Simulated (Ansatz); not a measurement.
Basis-set extrapolation for C₃H₆ClFSi, SMILES `C[C@]1(Cl)[SiH2][C@@H]1F` (PBE0-D4/def2-TZVP geometry, frozen core, the Gaussian-basis code of Ansatz). Multiplicity 1, RHF reference.

|  | def2-TZVPP | def2-QZVPP |
| --- | --- | --- |
| HF | -965.008554 | -965.039814 |
| MP2 correlation | -1.065573 | -1.150650 |
| CCSD(T) correlation | -1.163901 | not run |

Energies in hartree. Use E(X) = E(∞) + A·exp(−7.88·√X) for Hartree–Fock and E(X) = E(∞) + B·X^(−2.97) for correlation, with X = 3 and 4, and add CCSD(T) minus MP2 of the smaller set to the MP2 limit.

Task: What is the CCSD(T) energy at the basis-set limit?

Result: HF limit: -965.039814 + (-0.031260) × 0.13774 = -965.04412. MP2 limit: -1.150650 + (-0.085077) × 0.74074 = -1.21367. Higher-order term: -1.163901 − (-1.065573) = -0.09833. Total: -966.35612 hartree, 482.2 kJ/mol below CCSD(T)/def2-TZVPP.
